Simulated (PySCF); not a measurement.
CH13NSi4, SMILES [Si@@H](C[SiH3])(N)[SiH2][SiH3]. Atoms are numbered in the order given.

```xyz
19

N      1.1763    -1.9903     0.8909
Si     0.2457    -0.5310     0.6870
C      1.2370     0.6740    -0.3598
Si     3.0733     0.5634     0.0454
Si    -1.8599    -0.7760    -0.3074
Si    -2.7208     1.3632    -0.6737
H      1.3493    -2.6031     0.1004
H      1.0771    -2.5288     1.7449
H      0.0601     0.0258     2.0611
H      0.8724     1.6998    -0.1771
H      1.0907     0.4723    -1.4351
H      3.6700    -0.6755    -0.5300
H      3.8036     1.7327    -0.5350
H      3.2854     0.5754     1.5223
H     -1.7185    -1.4658    -1.6302
H     -2.8085    -1.5742     0.5302
H     -1.8258     2.0948    -1.6209
H     -4.1010     1.3421    -1.2420
H     -2.7470     2.1191     0.6153
```

Geometry: ωB97X-D3(BJ)/def2-SVP. The structure was generated by enumeration; whether it is a known compound was not checked. The values are those of a single conformer.

These are TDA-PBE/def2-SVPD in PySCF values and carry that method's errors.

Vertical excitations. Isolated molecule, no solvent.

```tsv
state	energy (eV)	λ (nm)	f	main pairs
S1	4.98	249	0.056	HOMO→LUMO 88 %
S2	5.19	239	0.020	HOMO→LUMO+1 89 %
S3	5.37	231	0.002	HOMO→LUMO+2 89 %
S4	5.56	223	0.018	HOMO→LUMO+3 81 %
S5	5.75	216	0.032	HOMO→LUMO+4 81 %, HOMO→LUMO+5 13 %
S6	6.00	206	0.106	HOMO→LUMO+5 74 %
T1	4.50	276	0	HOMO→LUMO 99 %
T2	4.88	254	0	HOMO→LUMO+1 98 %
```
Triplets are in the Tamm–Dancoff approximation.
